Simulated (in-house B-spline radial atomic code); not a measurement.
## RPA and G0W0 on r2SCAN0: Mg VI (Mg5+)

Configuration [He] 2s2 2p3, highest spin, mean-field start r2SCAN0. Computed with an all-electron radial atomic-structure program (B-spline basis): all electrons, scalar-relativistic (spin-free one-electron X2C), finite nucleus, each spin shell either full or empty, empty states to l = 9 with an (l + 1/2)⁻⁴ tail; G0W0 by contour deformation at full frequency.

Command:
```bash
python run_gw.py task.json out
```
Settings (radii: box in bohr, nucleus in fm):
```
Z                        12
electrons                7
configuration            [He] 2s2 2p3
hamiltonian              x2c
method                   r2scan0
lmax                     9
rms_radius               3.057
spin_polarised           True
box_radius               10.43
intervals                69
```

Cost of the run: 1.8 s on 1 thread of Arm Neoverse N1, on a shared host.

Energies (hartree):

```tsv
term	value
mean-field total	-187.36712
Hartree-Fock functional on these orbitals	-187.17169
direct second order	-0.39892
second-order exchange	0.18836
SOSEX correction	0.17193
```

Question: What is the RPA correlation energy, and what remains with SOSEX?

Answer: RPA gives -0.36096 hartree (-1.4 eV per electron); RPA + SOSEX gives -0.18903, and the second-order doubles -0.21056 hartree (no singles). SOSEX takes back 48 % of the RPA value.

Quasi-particle levels (eV):

| level | occupied | mean field | Σx - vxc | Σc | QP weight | G0W0 |
| --- | --- | --- | --- | --- | --- | --- |
| 2p up | yes | -175.46 | -12.88 | ? | ? | ? |
| 2s down | yes | -191.74 | -8.30 | -2.63 | 0.973 | -202.68 |
| 1s down | yes | -1426.54 | -49.97 | 14.70 | 0.921 | -1461.80 |
| 2p down | no | -150.87 | 13.71 | -3.93 | 0.977 | -141.08 |

G0W0 = mean field + (Σx - vxc) + Σc, with Σc (partial-wave tail included) taken at the quasi-particle energy. Levels of low weight are left out.

Question: Where does G0W0 put 2p up?

Answer: At -186.94 eV, with Σc = 1.40 eV and a quasi-particle weight of 0.972. The tabulated removal energy is 186.76 ± 0.06 eV (NIST, semi-empirical); the calculation leaves out spin-orbit coupling, Breit and QED terms, and what these don't explain is the method's own error.
